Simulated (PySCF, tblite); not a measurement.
Isomers of [C5H4FN2]- (charge -1), one GFN2-xTB conformer each. Single-point energies are computed at PBE0/pcSseg-1 (PySCF, gas phase, no added dispersion term), electronic only.

```csv
SMILES,GFN2-xTB relative energy (kJ/mol)
F/C=C/c1cnc[n-]1,14.3
F/C=C\c1cnc[n-]1,28.5
C=Cc1cc(F)[n-]n1,68.2
C=Cc1[n-]cnc1F,0.0
C=Cc1nc(F)c[n-]1,3.9
C=Nc1c[n-]c(F)c1,46.5
```

Conformers: `[F:1]/[CH:2]=[CH:3]/[c:4]1[cH:5][n:6][cH:7][n-:8]1` (charge -1) with C2–C3–C4–C5 180°; `[F:1]/[CH:2]=[CH:3]\[c:4]1[cH:5][n:6][cH:7][n-:8]1` (charge -1) with C2–C3–C4–C5 0°; `[CH2:1]=[CH:2][c:3]1[cH:4][c:5]([F:6])[n-:7][n:8]1` (charge -1) with C1–C2–C3–C4 0°; `[CH2:1]=[CH:2][c:3]1[n-:4][cH:5][n:6][c:7]1[F:8]` (charge -1) with C1–C2–C3–N4 180°; `[CH2:1]=[CH:2][c:3]1[n:4][c:5]([F:6])[cH:7][n-:8]1` (charge -1) with C1–C2–C3–N4 0°; `[CH2:1]=[N:2][c:3]1[cH:4][n-:5][c:6]([F:7])[cH:8]1` (charge -1) with C1–N2–C3–C4 180°.

**Question.** What does PBE0/pcSseg-1 give for the same structures?

**Answer.** 
```
          SMILES  PBE0/pcSseg-1 E (Eh)  PBE0/pcSseg-1 (kJ/mol)  GFN2-xTB (kJ/mol)  point group
C=Cc1nc(F)c[n-]1            -401.81750                     0.0                3.9           Cs
  C=Cc1[n-]cnc1F            -401.81677                     1.9                0.0           Cs
F/C=C/c1cnc[n-]1            -401.81152                    15.7               14.3           Cs
F/C=C\c1cnc[n-]1            -401.80960                    20.7               28.5           Cs
C=Nc1c[n-]c(F)c1            -401.79268                    65.2               46.5           Cs
C=Cc1cc(F)[n-]n1            -401.78921                    74.3               68.2           Cs
```

GFN2-xTB puts C=Cc1[n-]cnc1F lowest instead; measured from each level's own lowest isomer, the values differ by up to 18.7 kJ/mol (C=Nc1c[n-]c(F)c1: 46.5 against 65.2). As drawn, the highest has an N–N linkage, which the lowest lacks. Neighbours under 21 kJ/mol apart (C=Cc1nc(F)c[n-]1 and C=Cc1[n-]cnc1F; C=Cc1[n-]cnc1F and F/C=C/c1cnc[n-]1; F/C=C/c1cnc[n-]1 and F/C=C\c1cnc[n-]1; C=Nc1c[n-]c(F)c1 and C=Cc1cc(F)[n-]n1) can change places with a better method, another conformer or zero-point energy. F/C=C/c1cnc[n-]1 and F/C=C\c1cnc[n-]1 are stereoisomers, 5.0 kJ/mol apart in the conformers taken.

**Question.** What happens when harmonic zero-point energies from GFN2-xTB frequencies are added?

**Answer.** 
```json
{"SMILES": "C=Cc1nc(F)c[n-]1", "ZPE (kJ/mol)": "211.0", "electronic (kJ/mol)": "0.0", "with ZPE (kJ/mol)": "0.0"}
{"SMILES": "C=Cc1[n-]cnc1F", "ZPE (kJ/mol)": "212.0", "electronic (kJ/mol)": "1.9", "with ZPE (kJ/mol)": "3.0"}
{"SMILES": "F/C=C/c1cnc[n-]1", "ZPE (kJ/mol)": "211.3", "electronic (kJ/mol)": "15.7", "with ZPE (kJ/mol)": "16.0"}
{"SMILES": "F/C=C\\c1cnc[n-]1", "ZPE (kJ/mol)": "211.8", "electronic (kJ/mol)": "20.7", "with ZPE (kJ/mol)": "21.5"}
{"SMILES": "C=Nc1c[n-]c(F)c1", "ZPE (kJ/mol)": "208.3", "electronic (kJ/mol)": "65.2", "with ZPE (kJ/mol)": "62.5"}
{"SMILES": "C=Cc1cc(F)[n-]n1", "ZPE (kJ/mol)": "210.2", "electronic (kJ/mol)": "74.3", "with ZPE (kJ/mol)": "73.5"}
```

The zero-point energies span 3.7 kJ/mol. The order is unchanged.

**Question.** As an exercise, what shares would exp(−E/RT) give at 298.15 K from these electronic energies alone (no entropy, no degeneracies)?

**Answer.** RT = 2.479 kJ/mol: C=Cc1nc(F)c[n-]1 68.2 %, C=Cc1[n-]cnc1F 31.6 %, F/C=C/c1cnc[n-]1 0.1 %, F/C=C\c1cnc[n-]1 under 0.1 %, C=Nc1c[n-]c(F)c1 under 0.1 %, C=Cc1cc(F)[n-]n1 under 0.1 %.
